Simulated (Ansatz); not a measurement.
The same path of FGaH4O + H3N (11 atoms, charge 0, multiplicity 1) was run 3 times with different band settings. Lost on the way: H5–O6. Made: H5–N8.

These are results of Ansatz, RHF/def2-SVP, not measurements.

Relaxed end points:

```xyz
11
Properties=species:S:1:pos:R:3
Ga 0.396 -1.832 -0.430
F 1.513 -0.724 0.434
H 0.842 -2.128 -1.913
H -0.325 -2.830 0.544
H -0.779 0.497 -0.220
O -0.988 -0.310 -0.741
H 0.783 1.157 0.973
N -0.042 1.720 0.819
H -1.176 -0.051 -1.632
H -0.474 1.890 1.712
H 0.250 2.610 0.453
```

```xyz
11
Properties=species:S:1:pos:R:3
Ga 0.329 -1.660 -0.488
F 1.344 -0.618 0.670
H 1.161 -1.916 -1.815
H -0.345 -2.832 0.342
H -0.578 0.981 0.020
O -0.933 -0.244 -0.772
H 0.755 0.881 0.921
N 0.013 1.571 0.705
H -1.639 -0.377 -1.384
H -0.503 1.822 1.532
H 0.396 2.393 0.268
```

Common settings: climbing image yes; spring 5.0 eV/Å²; optimiser quadratic models (default); start path through a guess of the saddle point; force threshold 0.03 eV/Å; end points relaxed.

| run | movable images | iteration limit |
| --- | --- | --- |
| 1 | 7 | 60 |
| 2 | 7 | 3 |
| 3 | 1 | 60 |

(1) What does each run give, and how far can it be trusted?

Results:

(1) Run 1: converged after 30 iterations, highest image 0.364 eV above the first end. A vibrational analysis at the climbing image gives one clearly imaginary mode, 574i cm⁻¹: a first-order saddle point.
Run 2: not converged after 3 iterations, highest image 1.074 eV above the first end. The band didn't meet its force threshold, so its energies are provisional: the largest band force was still 3.09 eV/Å, and over the last iterations the top moved between 1.07 and 1.95 eV.
Run 3: converged after 23 iterations, highest image 0.363 eV above the first end. Another band between the same ends (7 images) ends at a top of the same energy, where a vibrational analysis finds 1 clearly imaginary mode. So few images can step over the top or miss a turn of the path.
The orbitals stay closed-shell, which can raise the energy where a bond breaks towards radicals; this wasn't checked here.
